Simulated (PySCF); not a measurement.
ClFH3NOSi, SMILES N[Si@@](O)(F)Cl. Coordinates come from a PBE0-D3(BJ)/def2-SVP optimisation. The structure was generated by enumeration; whether it is a known compound was not checked. Other conformers were not sampled.

Q: Give the equilibrium geometry at PBE0-D3(BJ)/def2-SVP (PySCF confirms it by a frequency run) as Cartesian coordinates in Å. (An estimate is asked for; the answer gives what the named calculation found.)

A: Several could match; the one computed here: 
```xyz
8

N      0.3768     1.1413     1.4234
Si     0.1717    -0.0900     0.2690
O      1.6075    -0.6814    -0.2535
F     -0.7178    -1.2174     1.0040
Cl    -0.8350     0.4254    -1.4375
H      0.8860     1.9848     1.1853
H     -0.3768     1.3358     2.0735
H      2.2447    -0.8742     0.4420
```
